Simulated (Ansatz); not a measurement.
`c1csc(-c2cnc(-c3cnc(-c4cncs4)s3)s2)n1` was relaxed with PBE-D4 (def2-SVP) in Ansatz in these states: charge +1 doublet, neutral singlet. The geometries follow in no particular order.

A:

Cartesian coordinates in Å:
```
C -4.789 1.237 -4.350
C -3.875 1.708 -5.277
S -2.277 1.616 -4.624
C -2.961 0.943 -3.135
C -2.140 0.575 -2.003
C -2.579 0.040 -0.791
N -1.621 -0.228 0.130
C -0.415 0.082 -0.317
C 0.799 -0.090 0.436
C 2.127 0.186 0.102
N 3.056 -0.094 1.049
C 2.493 -0.594 2.139
C 3.228 -0.988 3.317
C 2.783 -1.519 4.528
N 3.746 -1.790 5.455
C 4.933 -1.478 4.988
S 4.965 -0.823 3.368
S 0.737 -0.748 2.052
S -0.404 0.745 -1.961
N -4.274 0.813 -3.160
H -5.874 1.191 -4.522
H -4.055 2.094 -6.287
H -3.639 -0.158 -0.582
H 2.440 0.609 -0.865
H 1.726 -1.723 4.759
H 5.870 -1.606 5.550
```

B:

```xyz
26

C    -5.414    3.149    1.854
C    -4.921    3.372    3.147
S    -3.352    2.707    3.317
C    -3.449    2.162    1.630
C    -2.403    1.448    0.969
C    -2.452    0.999   -0.383
N    -1.373    0.348   -0.819
C    -0.436    0.246    0.130
C     0.812   -0.398   -0.062
C     1.888   -0.577    0.851
N     2.952   -1.230    0.383
C     2.776   -1.596   -0.897
C     3.757   -2.309   -1.643
C     3.726   -2.762   -2.981
N     4.826   -3.417   -3.402
C     5.722   -3.490   -2.430
S     5.282   -2.757   -0.917
S     1.220   -1.121   -1.594
S    -0.889    0.995    1.681
N    -4.591    2.478    1.024
H    -6.402    3.483    1.507
H    -5.411    3.891    3.982
H    -3.323    1.176   -1.029
H     1.877   -0.210    1.890
H     2.877   -2.608   -3.667
H     6.702   -3.979   -2.541
```

Judge from the bond lengths which geometry belongs to which state (an estimate).

A is the neutral singlet (C5–C6 1.396 Å, C9–C10 1.396 Å, C10–N11 1.356 Å); B is the charge +1 doublet (C5–C6 1.425 Å, C9–C10 1.422 Å, C10–N11 1.333 Å).
